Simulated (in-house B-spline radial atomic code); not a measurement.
The outermost shell (largest non-relativistic mean radius) with and without relativity; Dirac values are averaged over j. Computed with a B-spline radial code for spherical atoms: non-relativistic Hartree-Fock and Dirac-Hartree-Fock, averages of the configuration (point nuclei without relativity, finite nuclei with it).

```tsv
ion	configuration	outermost shell	radius non-relativistic (bohr)	radius Dirac (bohr)	radius change (%)	level non-relativistic (eV)	level Dirac (eV)	spin-orbit splitting (eV)
Be3+	1s1	1s	0.375	0.37489	-0.028402	-217.691	-217.74	-
S3+	[Ne] 3s2 3p1	3p	1.6747	1.6739	-0.051962	-46.714	-46.713	0.12501
Sr3+	[Ar] 3d10 4s2 4p5	?	?	?	?	?	?	?
La3+	[Kr] 4d10 5s2 5p6	?	?	?	?	?	?	?
Yb3+	[Xe] 4f13	5p	1.4515	1.4005	-3.5098	-61.799	-64.203	7.0112
Lu3+	[Xe] 4f14	5p	1.433	1.3801	-3.6901	-62.582	-65.179	7.4522
```

Question: Fill in the row of Sr3+.

Answer: outermost shell: 4p; radius non-relativistic (bohr): 1.5082; radius Dirac (bohr): 1.4998; radius change (%): -0.56006; level non-relativistic (eV): -56.743; level Dirac (eV): -56.922; spin-orbit splitting (eV): 1.3422.

Question: Fill in the row of La3+.

Answer: outermost shell: 5p; radius non-relativistic (bohr): 1.7874; radius Dirac (bohr): 1.7644; radius change (%): -1.2853; level non-relativistic (eV): -50.093; level Dirac (eV): -50.526; spin-orbit splitting (eV): 2.8276.

Question: Which member changes most?

Answer: Lutetium (Lu3+): its 5p shell contracts by 3.7 %.
